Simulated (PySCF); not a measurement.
C3H7O, SMILES [CH2]OCC, doublet (PBE0/def2-SVP optimised geometry):

```
11

C     -1.245    -0.589     0.000
O      0.101    -0.589     0.000
C      0.724     0.521     0.607
C      0.686     0.455     2.120
H     -1.687    -1.455    -0.496
H     -1.763     0.379     0.000
H      0.251     1.455     0.244
H      1.763     0.516     0.244
H      1.165    -0.468     2.478
H     -0.350     0.467     2.489
H      1.218     1.315     2.555
```

Computed with unrestricted PBE0/def2-TZVP run with PySCF.

Q: What are the frontier orbital energies (α orbitals alone; a β orbital can be the lowest empty one) and the dipole moment?

A: HOMO-2 -9.86 eV, HOMO-1 -9.14 eV, HOMO -5.06 eV, LUMO 1.41 eV, LUMO+1 2.24 eV; dipole moment 1.31 D.

On the same geometry unrestricted PBE/def2-TZVP (PySCF 2.14.0) gives HOMO-2 -8.28 eV, HOMO-1 -7.62 eV, HOMO -3.60 eV, LUMO 0.60 eV, LUMO+1 1.40 eV; dipole moment 1.30 D.

Meta-Löwdin charges at PBE0/def2-TZVP: C1 -0.16, O2 -0.30, C3 0.01, C4 -0.35, H5 0.13, H6 0.10, H7 0.09, H8 0.12, H9 0.12, H10 0.12, H11 0.12.
